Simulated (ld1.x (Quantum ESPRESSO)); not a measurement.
## Transferability test, TM potential for bismuth

```
Element                 : bismuth
Generator               : ld1.x (Quantum ESPRESSO) 7.5
Type                    : norm-conserving Troullier–Martins (Kleinman–Bylander form)
Functional              : revPBE
Relativity              : scalar-relativistic
Frozen core             : [Xe] 4f14
Valence charge          : 15
Reference configuration : 5d10 6s2 6p3
Partial waves           : 6p (bound): rc 2.55 bohr; 5d (bound): rc 1.75 bohr; 6s (bound): rc 1.55 bohr
Local potential         : the s channel
Core correction         : a·sin(br)/r model core inside 1.30 bohr
```

Energies are relative to the spin-unpolarised reference configuration 5d10 6s2 6p3; without spin polarisation the order of configurations can differ from experiment.

```tsv
valence configuration	charge	ΔE all-electron (eV)	error AE − PS (meV)
5d10 6s2 6p2	+1	7.842	-3.2
5d10 6s2 6p0	+3	46.196	-39
5d9 6s2 6p3	+1	33.288	-124
5d10 6s1 6p3	+1	18.660	-3.0
5d10 6s2 6p3.3	-0.3	-1.076	+0.6
```

Task: What are ΔE and the potential's error for 5d10 6s2 6p1?

Result: ΔE = 22.988 eV all-electron; the error (AE − PS) is -13 meV.

Task: What are ΔE and the potential's error for 5d10 6s1 6p4?

Result: ΔE = 10.070 eV all-electron; the error (AE − PS) is -7.0 meV.

Levels in the configuration 5d10 6s1 6p3:

```
level  all-electron (eV)  pseudo (eV)
   5d            -36.826      -36.840
   6s            -23.113      -23.109
   6p            -12.155      -12.146
```
